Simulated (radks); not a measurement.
The numbers below are computed, except where a source is named.
Task: Coherent X-ray form factor from a spherical all-electron density. Code: a radial shooting solver on a logarithmic mesh with Libxc functionals. Model: Dirac Kohn-Sham, BLYP, spin-unpolarised, spherical densities, finite nucleus; Fermi nuclear charge, rms radius of each element as measured or else 0.836 A^(1/3) + 0.57 fm.

sin(theta)/lambda (1/angstrom)  f0 (electrons)
0.05                                    47.378
0.1                                     45.662
0.15                                    43.215
0.2                                     40.426
0.25                                    37.583
0.3                                     34.850
0.4                                     29.997
0.5                                     26.094
0.6                                     23.098
0.8                                     19.081
1                                       16.370
1.25                                    13.491
1.5                                     10.930
2                                        7.380

The species is in the configuration that NIST lists as its ground one. Which atom or ion scatters so?

Result: The tin ion Sn2+, [Kr] 4d10 5s2. Extrapolating in s^2 from the first two rows gives f0(0) = 47.9, near the electron count 48; among species with that count, the fall with angle is slower the higher Z, and the table is that of Z = 50; from so few rows the species is fixed only to a neighbour or two.
